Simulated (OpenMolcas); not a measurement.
## Computed transition rates of Ge III

```
Program             : OpenMolcas
Method              : CASSCF
Basis               : ANO-R3 [7s6p5d4f2g]
Scalar Hamiltonian  : X2C, finite nucleus
Active space        : 2 electrons in 4 orbitals (4s 4p)
State averaging     : 2S+1 = 3 even, 3 roots; 2S+1 = 1 even, 7 roots; 2S+1 = 3 odd, 3 roots; 2S+1 = 1 odd, 3 roots
Spin-orbit coupling : RASSI with atomic mean-field integrals over the reference wave functions, term energies averaged over their components
```

Rates come from the transition moments of the reference wave functions (E1 and E2 in the length form). At fixed line strength A goes as λ^-3 for E1 and M1 and as λ^-5 for E2, so a rate at the computed wavelength can be rescaled to the measured one. Measured vacuum wavelengths follow from level energies in Sugar and Musgrove, J. Phys. Chem. Ref. Data 22, 1213 (1993). Branching counts decays inside the model space alone, at computed energies, and the table is only a selection of the E1 lines, drawn from those between levels with measured partners whose computed energy lies within a factor of 1.5 of the measured one.

```tsv
Upper	Lower	Type	λ computed (nm)	λ measured (nm)	A computed (s-1)	A rescaled (s-1)	Branching %
4p² ¹D₂	4s 4p ¹P°₁	E1	172.1	188.3	1.09e+09	8.32e+08	96.8
4p² ¹S₀	4s 4p ¹P°₁	E1	123.3	121.6	5.32e+09	5.55e+09	99.9
4p² ³P₁	4s 4p ³P°₂	E1	117.9	118.3	1.49e+09	1.47e+09	40.2
4p² ³P₀	4s 4p ³P°₁	E1	117.1	117.4	3.64e+09	3.61e+09	100.0
4p² ³P₂	4s 4p ³P°₂	E1	116.2	116	2.77e+09	2.78e+09	73.9
4p² ³P₁	4s 4p ³P°₁	E1	116	116.1	9.35e+08	9.33e+08	25.3
4p² ³P₁	4s 4p ³P°₀	E1	115.1	115.1	1.28e+09	1.28e+09	34.5
4p² ³P₂	4s 4p ³P°₁	E1	114.4	113.8	9.75e+08	9.91e+08	26.0
4p² ¹D₂	4s 4p ³P°₂	E1	103.8	123.7	3.24e+07		2.9
```

Spin-changing lines and M1 lines between different terms are not rescaled, since their strength hangs on the term gaps too.

The largest correction is for 4p² ¹D₂ → 4s 4p ¹P°₁ (E1): 1.09e+09 × (172.1 / 188.3)^3 = 8.32e+08 s-1, a factor of 0.76.

The computed rate and branching of 4p² ³P₀ → 4s 4p ³P°₁ give the upper level a radiative lifetime of 1.000 / 3.64e+09 s-1 = 2.75e-10 s, counting decays inside the model space alone. The rescaled rate gives about 2.8e-10 s.

The computed order of these levels differs from the measured one in 1 place, and where term gaps are wrong the rates of spin-changing lines can be off by large factors.

No measured rate stands beside these. Rescaling mends the energy factor alone: line strengths can still be far off where a level mixes with configurations outside the active space, and weak or spin-changing lines hang on small mixing coefficients that depend on the term gaps too, so rescaling need not improve them.

The ¹D term of p² mixes with s d, which this space lacks. Computed and measured levels are paired by configuration, term and J; levels that our copy of the source lacks, or whose pairing is in doubt (as where it misses far off the trend of its configuration), stay unpaired. Only configurations of the active space appear.

° marks odd parity.
